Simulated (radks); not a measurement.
Question: Sn42+, 8 electrons, occupied as [He] 2s2 2p4 (the NIST ground configuration). All-electron calculation, scalar-relativistic Kohn-Sham, r2SCAN, spin-polarised, spherical densities, finite nucleus; open shells are filled with parallel spins first (spin-orbit coupling, left out, can overturn this in heavy ions); meta-GGA in the generalised Kohn-Sham scheme; Fermi nuclear charge, rms radius 4.6519 fm. Program: a radial shooting solver on a logarithmic mesh with Libxc functionals. Some entries of the table are withheld. Estimate them.

orbital,occ.,eigenvalue (hartree),<r> (bohr)
1s up,1,-1185.646,(1)
1s down,1,-1184.575,(2)
2s up,1,-266.3753,0.1212
2s down,1,-264.8580,0.1215
2p up,3,-252.1430,0.1050
2p down,1,-250.1716,0.1054

Answer: 
(1) 1s up <r> (bohr): 0.02901
(2) 1s down <r> (bohr): 0.02898
